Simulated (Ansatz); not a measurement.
Reaction (redistribution): `C[CH2][AlH][CH2]C` + `[OH][GaH2]` → `C[CH2][AlH2]` + `CC[O][GaH2]`

Program: Ansatz. Geometries: PBE0-D4/def2-TZVP. ΔE: electronic, gas phase. CBS: MP2 limit from def2 TZ/QZ plus the TZ coupled-cluster correction, frozen cores. DFT in def2-TZVPP. For Ga outer-core shells are correlated without core-valence functions, which leaves a few kJ/mol of doubt a bond. Scalar relativity is left out up to krypton. One conformer a species, not always the lowest.

`C[CH2][AlH][CH2]C`:

Z-matrix (Å, degrees):
```
C
C 1 1.527
H 1 1.093 2 111.7
H 1 1.093 2 111.8 3 -119.5
H 1 1.095 2 112.2 3 120.2
Al 2 1.963 1 119.5 3 60.1
H 2 1.099 1 110.2 3 -63.4
H 2 1.100 1 110.0 3 -177.0
C 6 1.964 2 126.2 1 4.7
H 6 1.598 2 116.9 1 -175.3
C 9 1.527 6 119.5 2 4.5
H 9 1.100 6 106.0 2 -120.4
H 9 1.099 6 106.3 2 129.8
H 11 1.093 9 111.7 6 60.1
H 11 1.095 9 112.2 6 -179.7
H 11 1.093 9 111.8 6 -59.4
```

`[OH][GaH2]`:

Z-matrix (Å, degrees):
```
Ga
O 1 1.788
H 1 1.565 2 117.5
H 1 1.556 2 113.8 3 180.0
H 2 0.959 1 114.1 3 0.0
```

`C[CH2][AlH2]`:

```xyz
10

C     1.125   -0.690    0.191
C     0.203    0.291   -0.533
Al   -1.568    0.585    0.249
H     2.092   -0.796   -0.310
H     0.682   -1.687    0.255
H     1.326   -0.372    1.218
H     0.050   -0.026   -1.574
H     0.686    1.273   -0.625
H    -2.579    1.602   -0.443
H    -2.017   -0.179    1.571
```

`CC[O][GaH2]`:

Z-matrix (Å, degrees):
```
C
C 1 1.512
H 1 1.093 2 110.0
H 1 1.094 2 111.5 3 119.6
H 1 1.094 2 111.5 3 -119.6
O 2 1.403 1 115.5 3 -180.0
H 2 1.098 1 109.3 3 -58.0
H 2 1.098 1 109.3 3 58.1
Ga 6 1.780 2 131.5 1 0.0
H 9 1.561 6 120.8 2 -0.0
H 9 1.557 6 111.0 2 -179.9
```

| level | ΔE (kJ/mol) |
| --- | --- |
| r2SCANh-D4 | 75.2 |
| CAM-B3LYP-D4 | 68.4 |
| ωB97X-V | 70.0 |
| SCS-MP2/def2-QZVPP | 76.6 |

Task: What does CCSD(T)/CBS give? (Best estimate.)

Result: Ansatz gave: +77.2 kJ/mol. The listed levels differ from it by -2.0, -8.8, -7.2, -0.6 kJ/mol.

Task: What do rigid-rotor, harmonic-oscillator terms from PBE0-D4/def2-TZVP frequencies (298.15 K, 1 bar) make of the CCSD(T)/CBS value? (Best estimate.)

Result: Computed: ΔZPE = -4.1 kJ/mol, ΔH = +72.2 kJ/mol, ΔS = 1 J/(mol·K), ΔG = +72.0 kJ/mol. Modes under 50 cm⁻¹ make the entropy rough.

Largest T1 diagnostic among the species: 0.015.

Leaving LDA and LC-ωPBE aside and taking each functional with its dispersion term where it has one, the values, not all of them listed here, spread over 13.4 kJ/mol, from B97M-V to PBE-QIDH. LDA lies −6.0 kJ/mol from PBE without D4. In def2-TZVPP, CCSD(T) changes the Hartree–Fock value by +15.5 kJ/mol (the triples alone add +1.1 kJ/mol) and MP2 by +22.8 kJ/mol. At CCSD(T), def2-SVP lies −20.7 kJ/mol from the extrapolated value and def2-TZVPP −2.9 kJ/mol.
